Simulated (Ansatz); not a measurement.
Harmonic frequencies (cm⁻¹) at PBE0-D4/def2-TZVP from Ansatz: 91, 137, 161, 173, 213, 228, 413, 455, 469, 754, 936, 3871.

Each molecule was computed in one conformer, which needn't be the lowest.

(1) Which molecule is it?
A. `[F][Ge]([Cl])([Cl])[I]`
B. `[F][GeH]([SH])[Cl]`
C. `[Cl][GeH2][SeH]`
D. `[OH][Ge]([Cl])([Cl])[Cl]`

Answers

(1) D.
